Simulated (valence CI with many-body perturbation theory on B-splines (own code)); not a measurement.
Level structure of Re XXVI

Method: relativistic CI+MBPT: four valence electrons over a frozen Dirac-Fock core [Kr] 4d10, radial functions for each j: 7 s, 7 p, 7 d, 7 f, 4 g, 2 h, with the one-electron correlation potential Σ1, the two-electron term Σ2, the three-electron term Σ3, Breit, model QED; selected CI, second order for the rest, scaled by the run's own slope (own B-spline code, finite nucleus).

No measured spectrum was set against this ion. As an estimate, terms of the open shell hold to a few per cent of their energy, and close levels can change places.

Levels 91 to 135 of 202, with energies above the lowest level, 4f⁴ ⁵I_4. "Leading %" is the weight of the configuration and term that name the level; weights of strongly mixed levels are sums over their largest components and can fall short. In the jj column 3d3/2^4 stands for four electrons in 3d with j = 3/2. Lifetimes count E1, E2, E3, M1 and M2 decay at the calculated energies, and are blank where another channel may lead or the interval is too uncertain; long ones can be off by a factor of two.

```
No.  Configuration  Term  J  E (cm⁻¹)  Leading %               Leading jj      g  Lifetime
 91            4f⁴    ³D  1    202710         88     4f5/2 4f7/2^3 (66 %)  0.611    611 μs
 92            4f⁴    ³F  2    208300         34   4f5/2^2 4f7/2^2 (49 %)  1.065    530 μs
 93            4f⁴    ¹H  5    211470         60     4f5/2 4f7/2^3 (54 %)  1.019    761 μs
 94            4f⁴    ¹S  0    221410         69     4f5/2 4f7/2^3 (66 %)           439 μs
 95            4f⁴    ³F  4    227350         80   4f5/2^2 4f7/2^2 (47 %)  1.200    462 μs
 96            4f⁴    ³H  6    228930         54   4f5/2^2 4f7/2^2 (64 %)  1.088    438 μs
 97            4f⁴    ³P  2    230350         83   4f5/2^2 4f7/2^2 (47 %)  1.412          
 98            4f⁴    ³F  3    231970         83     4f5/2 4f7/2^3 (93 %)  1.091    653 μs
 99            4f⁴    ³F  2    232490         60           4f7/2^4 (51 %)  0.865          
100            4f⁴    ³H  4    233560         84   4f5/2^2 4f7/2^2 (52 %)  0.838    612 μs
101            4f⁴    ¹I  6    243180         53     4f5/2 4f7/2^3 (80 %)  1.068    500 μs
102            4f⁴    ³H  5    244880         70     4f5/2 4f7/2^3 (95 %)  1.022          
103            4f⁴    ³P  1    250250         96     4f5/2 4f7/2^3 (89 %)  1.466          
104            4f⁴    ³P  0    264210         83           4f7/2^4 (64 %)                 
105            4f⁴    ¹G  4    270770         92     4f5/2 4f7/2^3 (46 %)  0.998          
106            4f⁴    ¹D  2    328170         98   4f5/2^2 4f7/2^2 (60 %)  0.998          
107            4f⁴    ¹S  0    381420         97   4f5/2^2 4f7/2^2 (61 %)                 
108          4f³5s   ⁵I°  4    867330         84        4f5/2^3 5s (82 %)  0.631    107 μs
109          4f³5s   ⁵I°  5    874960         58        4f5/2^3 5s (74 %)  0.907   11.2 μs
110          4f³5s   ⁵I°  6    893400         82  4f5/2^2 4f7/2 5s (88 %)  1.067   23.1 μs
111          4f³5s   ³I°  5    897630         54  4f5/2^2 4f7/2 5s (80 %)  0.876   3.36 μs
112          4f³5s   ⁵F°  1    904380         70        4f5/2^3 5s (74 %)  0.191   1.09 μs
113          4f³5s   ⁵F°  2    908460         51        4f5/2^3 5s (73 %)  1.082   1.52 μs
114          4f³5s   ⁵I°  7    909600         87  4f5/2 4f7/2^2 5s (61 %)  1.162   37.9 μs
115          4f³5s   ³H°  4    918860         39  4f5/2^2 4f7/2 5s (78 %)  0.932   2.31 μs
116          4f³5s   ³G°  5    919370         34  4f5/2^2 4f7/2 5s (88 %)  1.130   1.75 μs
117          4f³5s   ³I°  6    919920         73  4f5/2^2 4f7/2 5s (55 %)  1.008   2.47 μs
118          4f³5s   ⁵F°  3    921010         76  4f5/2^2 4f7/2 5s (66 %)  1.211   1.04 μs
119          4f³5s   ⁵G°  2    921870         44        4f5/2^3 5s (57 %)  0.842   1.98 μs
120          4f³5s   ⁵I°  8    923850         81  4f5/2 4f7/2^2 5s (50 %)  1.222   29.9 μs
121          4f³5s   ⁵S°  2    925140         37  4f5/2^2 4f7/2 5s (71 %)  1.183   2.88 μs
122          4f³5s   ⁵G°  3    928560         64  4f5/2^2 4f7/2 5s (66 %)  0.904   1.19 μs
123          4f³5s   ⁵F°  4    929580         55  4f5/2^2 4f7/2 5s (75 %)  1.190   1.11 μs
124          4f³5s   ³F°  2    932100         53  4f5/2^2 4f7/2 5s (85 %)  0.910   1.41 μs
125          4f³5s   ³S°  1    936000         42  4f5/2^2 4f7/2 5s (82 %)  1.340   1.26 μs
126          4f³5s   ³G°  3    936750         53  4f5/2^2 4f7/2 5s (85 %)  0.900    879 ns
127          4f³5s   ³I°  7    937460         66  4f5/2 4f7/2^2 5s (45 %)  1.091   1.65 μs
128          4f³5s   ⁵G°  4    939690         64  4f5/2^2 4f7/2 5s (82 %)  1.147   1.02 μs
129          4f³5s   ⁵F°  5    943600         56  4f5/2 4f7/2^2 5s (79 %)  1.254   1.20 μs
130          4f³5s   ³H°  6    946860         52  4f5/2 4f7/2^2 5s (62 %)  1.153   2.23 μs
131          4f³5s   ³G°  3    946950         49  4f5/2^2 4f7/2 5s (63 %)  0.914    702 ns
132          4f³5s   ³K°  6    948300         68  4f5/2 4f7/2^2 5s (57 %)  0.931   2.27 μs
133          4f³5s   ³K°  7    949770         57  4f5/2^2 4f7/2 5s (58 %)  1.029   1.96 μs
134          4f³5s   ³F°  4    953750         49  4f5/2 4f7/2^2 5s (75 %)  1.080   1.20 μs
135          4f³5s   ¹H°  5    954050         50  4f5/2 4f7/2^2 5s (64 %)  1.052   1.21 μs
```

Names give the largest LS component (configuration and term), which can be under half, so a name can repeat, a term be missing and a line seem to break the LS rules; names also repeat where a configuration has a term twice.

Where two levels of one J and parity lie close, their mixing, g and order are uncertain.
